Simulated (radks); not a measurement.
Values are calculated unless marked as measured or tabulated.
Numerical settings for the scandium ion Sc+, [Ar] 3d1 4s1. Code: a radial shooting solver on a logarithmic mesh with Libxc functionals. Model: non-relativistic Kohn-Sham, r2SCAN, spin-polarised, spherical densities, point nucleus; open shells are filled with parallel spins first; meta-GGA in the generalised Kohn-Sham scheme. The defaults (mesh step 0.008 in ln r, mesh end at 40 bohr or more with all orbitals vanishing there, Anderson mixing 0.5 over 9 steps, residual threshold near 1e-9 with the energy settled to 1e-9 hartree or 1e-11 of itself, here a cap of 87 iterations) give E = -760.332 hartree and 3d at -10.354 eV in 11 iterations. Run on one thread of a shared host, so times are rough (Arm Neoverse V2): 0.12 s of CPU time, 0.12 s wall, 11 iterations on 2546 mesh points. Changes against that run (0 stands for a change within the tolerance of the run):

[
 {"setting": "mesh step in ln r 0.05", "iterations": "11", "converged": "yes", "E (mhartree)": "+0.515", "e(3d) (meV)": "-0.105", "CPU (s)": "0.02"},
 {"setting": "mesh step in ln r 0.12", "iterations": "2", "converged": "no", "E (mhartree)": "diverged", "e(3d) (meV)": "-", "CPU (s)": "0.01"},
 {"setting": "mesh step in ln r 0.012", "iterations": "11", "converged": "yes", "E (mhartree)": "0", "e(3d) (meV)": "0", "CPU (s)": "0.08"},
 {"setting": "mesh end (bohr) 8", "iterations": "11", "converged": "yes", "E (mhartree)": "+1.65", "e(3d) (meV)": "+77.2", "CPU (s)": "0.11"},
 {"setting": "mesh end (bohr) 1", "iterations": "10", "converged": "level above zero", "E (mhartree)": "+1.07e+05", "e(3d) (meV)": "+2.82e+05", "CPU (s)": "0.08"},
 {"setting": "residual threshold 1e-05", "iterations": "10", "converged": "yes", "E (mhartree)": "0", "e(3d) (meV)": "+0.0307", "CPU (s)": "0.11"},
 {"setting": "residual threshold 1e-13", "iterations": "87", "converged": "no", "E (mhartree)": "0", "e(3d) (meV)": "+0.0064", "CPU (s)": "0.48"},
 {"setting": "mixing 0.05", "iterations": "16", "converged": "yes", "E (mhartree)": "0", "e(3d) (meV)": "+0.0042", "CPU (s)": "0.15"},
 {"setting": "linear mixing, mixing 0.05", "iterations": "87", "converged": "no", "E (mhartree)": "+0.00968", "e(3d) (meV)": "-49.6", "CPU (s)": "0.67"},
 {"setting": "linear mixing, mixing 0.2", "iterations": "64", "converged": "yes", "E (mhartree)": "0", "e(3d) (meV)": "+0.0256", "CPU (s)": "0.47"},
 {"setting": "mixing history 3", "iterations": "13", "converged": "yes", "E (mhartree)": "0", "e(3d) (meV)": "0", "CPU (s)": "0.13"},
 {"setting": "iteration cap 8", "iterations": "8", "converged": "no", "E (mhartree)": "0", "e(3d) (meV)": "+0.196", "CPU (s)": "0.08"}
]

Settled on a wrong energy, with an occupied level pushed above zero by the early mesh end: mesh end (bohr) 1 (+107 hartree). Apart from these: settings that end as converged yet miss the energy by more than 1 mhartree: mesh end (bohr) 8 (+0.00165 hartree). A mesh that ends early acts as a hard wall.
